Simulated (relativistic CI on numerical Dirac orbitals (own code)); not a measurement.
## Au4+ (5d7) in a crystal field

Calculated by Dirac-Coulomb-Breit CI, orbitals from a KLI potential per configuration, model QED, one configuration in a parametric crystal field, unscaled Slater integrals (own radial code). With so little scaling, terms lie 10 to 35 % too far apart, which can change the order of excited levels.

Field parameters in Wybourne normalisation: D3d B²₀ = −7Dσ, B⁴₀ = −14Dq − 21Dτ, B⁴₃ = −14√(10/7) Dq; Oh B⁴₀ = 21Dq, B⁴₄ = √(5/14) B⁴₀. The field is a parameter set, without covalency.

S and J are read from ⟨S²⟩ = S(S + 1) and ⟨J²⟩ = J(J + 1) of each level; they are not fictitious spins.

D3d, 10Dq = 32000, Dσ = 360, Dτ = 150 cm⁻¹, the lowest 10 levels:

```csv
E (cm⁻¹),Degeneracy,Irrep,S,J
0.0,2,Γ4,0.71,3.91
79.6,2,Γ5+Γ6,0.70,3.91
10300,2,Γ4,1.47,4.26
12944,2,Γ4,1.42,3.93
13617,2,Γ5+Γ6,1.42,3.94
20702,2,Γ4,1.47,3.04
22277,2,Γ4,1.41,3.45
22323,2,Γ5+Γ6,1.39,3.54
27820,2,Γ5+Γ6,0.67,3.79
27887,2,Γ4,0.67,3.75
```

Principal g values of the ground doublet: 0.42, 0.42, 2.84.

Oh, 10Dq = 41400 cm⁻¹, the lowest 16 levels:

```tsv
E (cm⁻¹)	Degeneracy	Irrep	S	J
0.0	4	Γ8	0.61	3.93
18230	2	Γ6	1.48	4.22
21057	4	Γ8	1.44	3.88
28391	2	Γ7	1.49	2.91
29155	4	Γ8	1.44	3.36
36200	4	Γ8	0.61	3.90
42012	2	Γ7	0.58	3.77
42113	4	Γ8	0.60	4.19
43519	2	Γ6	0.56	4.83
47333	4	Γ8	0.63	3.07
50604	2	Γ6	0.55	2.68
59631	2	Γ7	0.68	3.11
61977	4	Γ8	1.41	3.51
63723	2	Γ6	1.46	3.73
65166	4	Γ8	0.82	3.61
66952	4	Γ8	1.32	3.53
```

Oh, 10Dq = 42750 cm⁻¹, the lowest 16 levels:

| E (cm⁻¹) | Degeneracy | Irrep | S | J |
| --- | --- | --- | --- | --- |
| 0.0 | 4 | Γ8 | 0.60 | 3.93 |
| 19484 | 2 | Γ6 | 1.48 | 4.21 |
| 22298 | 4 | Γ8 | 1.44 | 3.87 |
| 29598 | 2 | Γ7 | 1.49 | 2.90 |
| 30315 | 4 | Γ8 | 1.44 | 3.34 |
| 37497 | 4 | Γ8 | 0.60 | 3.91 |
| 43279 | 2 | Γ7 | 0.57 | 3.77 |
| 43352 | 4 | Γ8 | 0.59 | 4.19 |
| 44752 | 2 | Γ6 | 0.56 | 4.83 |
| 48651 | 4 | Γ8 | 0.62 | 3.07 |
| 51867 | 2 | Γ6 | 0.54 | 2.69 |
| 61050 | 2 | Γ7 | 0.65 | 3.11 |
| 64424 | 4 | Γ8 | 1.39 | 3.53 |
| 66219 | 2 | Γ6 | 1.47 | 3.73 |
| 66774 | 4 | Γ8 | 0.76 | 3.54 |
| 69287 | 4 | Γ8 | 1.38 | 3.57 |

The free-ion ground term has S = 3/2. The field overcomes the spin-pairing energy for D3d, 10Dq = 32000, Dσ = 360, Dτ = 150 cm⁻¹; Oh, 10Dq = 41400 cm⁻¹; Oh, 10Dq = 42750 cm⁻¹, where the ground state has lower spin; these fields are assumed values.

Levels of this model without a field, named by their leading LS term: 4F_9/2 0, 4F_7/2 11065, 2P_3/2 13388, 4F_5/2 13467, 4F_3/2 19947, 4P_5/2 22099, 2G_9/2 22676, 4P_1/2 26428 cm⁻¹.
